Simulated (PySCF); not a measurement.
## `CC(C)(C)CC(=O)F`: 4 charge schemes on one density

Species: C₆H₁₁FO.
Cartesian coordinates in Å at the GFN2-xTB level; atoms count from 1:
```
atom  x, y, z in Å
C1    -0.419    1.532   -0.056
C2    -0.342    0.011    0.084
C3    -1.296   -0.443    1.193
C4    -0.736   -0.658   -1.234
C5     1.082   -0.415    0.485
C6     2.159   -0.085   -0.485
O7     2.162    0.486   -1.516
F8     3.354   -0.574   -0.010
H9     0.238    1.881   -0.848
H10   -0.133    2.020    0.874
H11   -1.435    1.833   -0.298
H12   -1.272   -1.525    1.305
H13   -1.027    0.008    2.145
H14   -2.314   -0.149    0.954
H15   -0.656   -1.741   -1.156
H16   -0.095   -0.319   -2.043
H17   -1.764   -0.410   -1.486
H18    1.361    0.053    1.435
H19    1.122   -1.497    0.650
```

Density: PBE0/pcSseg-1 (PySCF); schemes: Mulliken, IAO, Hirshfeld and ESP-fitted. Isolated species at its GFN2-xTB geometry (one conformer only).

**Question.** Give the atomic charges in each scheme.

**Answer.** In e:

```csv
atom,environment,Mulliken,IAO,Hirshfeld,ESP-fitted
C1,methyl carbon,-0.152,-0.424,-0.123,-0.599
C2,quaternary sp3 carbon,-0.641,+0.061,+0.031,+0.758
C3,methyl carbon,-0.139,-0.416,-0.116,-0.583
C4,methyl carbon,-0.154,-0.424,-0.123,-0.611
C5,sp3 carbon next to a carbonyl,-0.200,-0.324,-0.071,-0.519
C6,acyl halide carbon,+0.562,+0.617,+0.251,+0.782
O7,carbonyl oxygen,-0.339,-0.379,-0.199,-0.478
F8,acyl fluorine,-0.291,-0.306,-0.110,-0.286
H9,methyl hydrogen,+0.135,+0.151,+0.034,+0.154
H10,methyl hydrogen,+0.103,+0.132,+0.037,+0.128
H11,methyl hydrogen,+0.111,+0.139,+0.042,+0.138
H12,methyl hydrogen,+0.107,+0.135,+0.040,+0.131
H13,methyl hydrogen,+0.107,+0.135,+0.040,+0.131
H14,methyl hydrogen,+0.116,+0.142,+0.043,+0.142
H15,methyl hydrogen,+0.103,+0.132,+0.037,+0.132
H16,methyl hydrogen,+0.136,+0.151,+0.034,+0.158
H17,methyl hydrogen,+0.111,+0.139,+0.042,+0.140
H18,methylene hydrogen,+0.163,+0.169,+0.057,+0.142
H19,methylene hydrogen,+0.161,+0.169,+0.056,+0.141
```

Mean size of the charges over all atoms: ESP-fitted 0.324 e, IAO 0.239 e, Mulliken 0.202 e, Hirshfeld 0.078 e. Each set sums to the total charge, 0, to within 0.001 e. The IAO scheme projects the occupied orbitals on a minimal set of polarised atomic orbitals and counts the electrons in each atom's part of it. The Mulliken scheme counts on each atom the diagonal of the density matrix times the overlap matrix over that atom's basis functions.

Lowest charge. The schemes don't all agree: Mulliken C2 (-0.641); IAO C1 and C4 (-0.424); Hirshfeld O7 (-0.199); ESP-fitted C4 (-0.611).

Highest charge. All schemes agree: Mulliken C6 (+0.562); IAO C6 (+0.617); Hirshfeld C6 (+0.251); ESP-fitted C6 (+0.782).

**Question.** How closely do the schemes follow one another over all atoms?

**Answer.** Correlation coefficient and root-mean-square difference: IAO with Hirshfeld 0.97, 0.186 e; IAO with ESP-fitted 0.91, 0.186 e; Hirshfeld with ESP-fitted 0.88, 0.317 e; Mulliken with Hirshfeld 0.74, 0.191 e; Mulliken with IAO 0.73, 0.198 e; Mulliken with ESP-fitted 0.40, 0.380 e.

**Question.** How many electrons does the Mulliken scheme count on C2?

**Answer.** Z − q = 6 − (-0.641) = 6.641.
